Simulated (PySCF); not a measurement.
**Distorted geometries of Pb(CH3)2H2**

Pb(CH3)2H2 (singlet). PySCF 2.14.0, RKS TPSS, Pb def2-SVP with ECP60, C def2-SVP, H def2-SVP; non-relativistic Hamiltonian with scalar-relativistic core potentials where named; density fitting; no spin-orbit coupling. Relaxed geometry:

```xyz
11

Pb    0.0000    0.0000   -0.1804
C     1.3186    1.3186    1.1085
H     1.9451    1.9451    0.4543
H     0.6776    1.9543    1.7396
H     1.9543    0.6776    1.7396
C    -1.3186   -1.3186    1.1085
H    -1.9451   -1.9451    0.4543
H    -0.6776   -1.9543    1.7396
H    -1.9543   -0.6776    1.7396
H     1.0235   -1.0235   -1.2315
H    -1.0235    1.0235   -1.2315
```

Task: Order these distorted geometries by energy above the relaxed one, lowest first.
A.
```xyz
11

Pb   -0.0820   -0.0733   -0.2213
C     1.3709    1.3775    1.1773
H     1.9586    1.9317    0.5363
H     0.6673    1.9659    1.7555
H     1.8140    0.6229    1.6573
C    -1.3457   -1.2844    1.1230
H    -1.9195   -1.9758    0.3814
H    -0.6336   -1.9784    1.7071
H    -1.9991   -0.5628    1.6565
H     1.1209   -1.0034   -1.2058
H    -0.9519    0.9802   -1.1265
```
B.
```xyz
11

Pb   -0.1530    0.0065   -0.1633
C     1.4333    1.3737    1.0262
H     1.8625    1.9124    0.6263
H     0.6108    1.7164    1.6744
H     1.9626    0.7763    1.7565
C    -1.1271   -1.1936    1.1738
H    -2.1052   -2.0779    0.3921
H    -0.4997   -1.8121    1.6978
H    -2.0097   -0.6677    1.7481
H     0.9273   -1.1044   -1.2356
H    -0.9019    1.0705   -1.2555
```
C.
```xyz
11

Pb   -0.0573   -0.0569   -0.3143
C     1.4334    1.4414    1.0964
H     1.9159    1.9446    0.4739
H     0.7787    2.0407    1.7344
H     1.8659    0.6269    1.7605
C    -1.4932   -1.3585    1.0997
H    -1.7828   -1.8341    0.4589
H    -0.6822   -1.9252    1.6915
H    -2.0019   -0.7017    1.8482
H     0.9452   -1.0893   -1.1899
H    -0.9216    0.9121   -1.2184
```

Result: A (0.97 eV), C (3.60 eV), B (5.50 eV).

Task: Which forces (eV/Å) act in the one that lies 5.50 eV up?

Result: 
```
Pb    4.09   1.18  -2.02
C   -15.95 -18.64  13.70
H    13.89  17.88 -13.42
H     0.22   1.08  -0.17
H     0.80  -0.67  -0.13
C    -8.39  -1.25  -1.25
H     3.04   2.18   2.02
H     1.58  -1.90   1.82
H     2.00  -0.84  -0.43
H    -0.58   0.40   0.42
H    -0.71   0.59  -0.55
```
Forces carry noise of the integration grid, about 0.01 to 0.03 eV/Å.

No frequency check is given that shows the relaxed geometry to be a minimum.
